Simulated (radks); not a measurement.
Task: Spherical quantum dot in the effective-mass picture: electrons in a parabolic well V = omega^2 r^2 / 2 with omega = 0.208, all in effective atomic units (hartree* = m*/eps^2 hartree, bohr* = eps/m* bohr), one dielectric constant everywhere. Method: non-relativistic Kohn-Sham, LDA (Slater exchange, Perdew-Wang correlation), spin-polarised, spherical densities; computed with a radial shooting solver with Libxc functionals. Levels are named by radial order and angular momentum (1s, 1p, 1d, 2s, ...), and open shells are averaged over m. At N = 8 the configuration is 1s2 1p6. Does electron 9 go into 2s up or 1d up?

Result: Into 1d up. The total energies of the other choices lie higher by 0.0478 hartree* (2s up).
